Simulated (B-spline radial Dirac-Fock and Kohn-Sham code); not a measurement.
**Dipole and non-dipole photoemission parameters of Os⁴⁺ 4f5/2**

System: osmium as Os⁴⁺ in the configuration 1s2 2s2 2p6 3s2 3p6 3d10 4s2 4p6 4d10 4f14 5s2 5p6 5d4; threshold 114.7 eV (orbital energy of the model). Level of theory: Dirac-Hartree-Slater photoionisation with a Latter tail; cross sections with all multipoles, angular parameters from the dipole term and its interference with E2; a radial atomic solver.

For linearly polarised light dσ/dΩ = σ/(4π) [1 + β P₂(cos θ) + (δ + γ cos²θ) sin θ cos φ], with θ from the polarisation vector and φ the angle between the beam and the projection of the electron momentum on the plane normal to the polarisation.

| hν (eV) | σ (kb) | β | γ | δ |
| --- | --- | --- | --- | --- |
| 144 | 1330 | 0.867 | 0.011 | 0.005 |
| 146 | 1390 | 0.816 | 0.010 | 0.005 |
| 150 | 1500 | 0.727 | 0.008 | 0.006 |
| 158 | 1710 | 0.588 | 0.005 | 0.007 |
| 162 | 1810 | 0.534 | 0.004 | 0.008 |
| 209 | 2430 | 0.301 | -0.003 | 0.013 |
| 273 | 2490 | 0.340 | -0.003 | 0.018 |
| 447 | 1490 | 0.593 | 0.005 | 0.028 |
| 475 | 1350 | 0.628 | 0.007 | 0.030 |
| 600 | 858 | 0.756 | 0.022 | 0.037 |
| 1070 | 201 | 0.991 | 0.126 | 0.064 |
| 1120 | 176 | 1.003 | 0.140 | 0.067 |
| 1486.9 | 75.0 | 1.054 | 0.253 | 0.086 |
| 1710 | ? | ? | ? | ? |
| 2030 | 27.2 | 1.064 | 0.425 | 0.113 |
| 2310 | 17.5 | 1.055 | 0.509 | 0.127 |
| 2984.4 | 7.04 | 1.019 | 0.689 | 0.158 |
| 3070 | 6.35 | 1.013 | 0.710 | 0.162 |
| 3840 | 2.76 | 0.963 | 0.878 | 0.197 |
| 4000 | 2.37 | 0.952 | 0.909 | 0.204 |
| 4120 | 2.11 | 0.944 | 0.931 | 0.210 |
| 6590 | 0.330 | 0.806 | 1.283 | 0.317 |
| 9310 | 0.0784 | 0.699 | 1.531 | 0.428 |
| 14000 | 0.0133 | 0.573 | 1.788 | 0.600 |
| 15000 | 0.00980 | 0.552 | 1.824 | 0.634 |

Q: Give the values at 1710 eV.

A: σ = 48.0 kb, β = 1.064, γ = 0.325, δ = 0.097.

Values without a named source are computed, but for edge energies of neutral atoms, which are taken from tables.
